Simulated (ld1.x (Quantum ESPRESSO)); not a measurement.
**Pb (Z = 82): one change to an RRKJ potential, before and after**

ld1.x (Quantum ESPRESSO) 7.5 input, shortened:

```
&input
   title='Pb', zed=82., rel=1, dft='PBE', iswitch=3,
   config='[Xe] 4f14 5d10 5f-2 6s2 6p2'
 /
 &inputp
   pseudotype=2, tm=.false., rho0=0.001, lloc=0,
   nlcc=.true., new_core_ps=.true., rcore=0.75
 /
4
6P  2  1   2.00   0.00  2.95  2.95  0.0
5D  3  2  10.00   0.00  1.20  1.20  0.0
5F  4  3  -2.00   0.45  2.75  2.75  0.0
6S  1  0   2.00   0.00  1.45  1.45  0.0
 &test
   configts(1)='5d10 6s2 6p2'
 /
```

All-electron outer shells of the reference configuration (PBE, scalar-relativistic, ld1.x):

| shell | level (eV) | outermost node (bohr) | outermost maximum (bohr) |
| --- | --- | --- | --- |
| 4f | -132.89 | – | 0.35 |
| 5p | -85.83 | 0.49 | 0.88 |
| 5d | -21.18 | 0.52 | 1.07 |
| 6s | -12.04 | 1.01 | 1.95 |
| 6p | -3.50 | 1.18 | 2.67 |

Change: wave 6s (bound): rc 1.45 bohr becomes 6s (bound): rc 2.20 bohr.

Cutoffs: the cutoffs (Ry, on a coarse ladder) from which the occupation-weighted sum of valence levels, in a spherical-Bessel basis at the reference potential, stays within 10 and 1 mRy of its value at 400 Ry; they do not see the model core or the augmentation charge, which bear on the density cutoff. Errors are all-electron minus pseudo energies relative to the spin-unpolarised reference configuration.

Problem. Predict the effect on cutoff, ghosts and configuration errors.

Solution. The potential gets neither clearly harder nor softer (120 Ry and 200 Ry → 120 Ry and 180 Ry); the d channel sets the loose cutoff, while the largest relative change is in s, which becomes softer; of the 7 tests that both files solve, the error grows in 2 and shrinks in 3 by more than 15 % and 0.3 meV (median size 16.8 → 31.1 meV); the range in which the s phases agree widens (upper end 0.1 → 1.2); neither file shows a bound ghost.

| quantity | base | changed |
| --- | --- | --- |
| cutoff, loose | 120 Ry | 120 Ry |
| cutoff, tight | 200 Ry | 180 Ry |
| loose cutoff by channel (10 mRy a level) | p 10 Ry, d 90 Ry, s 40 Ry | p 10 Ry, d 90 Ry, s 15 Ry |
| bound ghosts | none | none |
| error for 5d10 6s2 6p1, meV [ΔE 6.58 eV] | -4.1 | -3.3 |
| error for 5d10 6s2 6p0, meV [ΔE 20.02 eV] | -17 | -14 |
| error for 5d10 6s1 6p0, meV [ΔE 52.43 eV] | +4.4 | -31 |
| error for 5d10 6s0 6p0, meV [ΔE 95.13 eV] | -80 | -92 |
| error for 5d10 6s2 6p2.3, meV [ΔE -0.80 eV] | +0.3 | +0.4 |
| error for 5d9 6s2 6p2, meV [ΔE 27.16 eV] | -19 | -168 |
| error for 5d10 6s0 6p4, meV [ΔE 17.83 eV] | -89 | -42 |
| s: phases at 3.20 bohr within 0.05 rad from the reference energy up to (Ry; the scan ends near 5) | 0.1 | 1.2 |
| p: phases at 3.20 bohr within 0.05 rad from the reference energy up to (Ry; the scan ends near 5) | 2.7 | 2.3 |
| d: phases at 3.20 bohr within 0.05 rad from the reference energy up to (Ry; the scan ends near 5) | 0.6 | 0.4 |
| f: phases at 3.20 bohr within 0.05 rad from the reference energy up to (Ry; the scan ends near 5) | 2.8 | 2.8 |
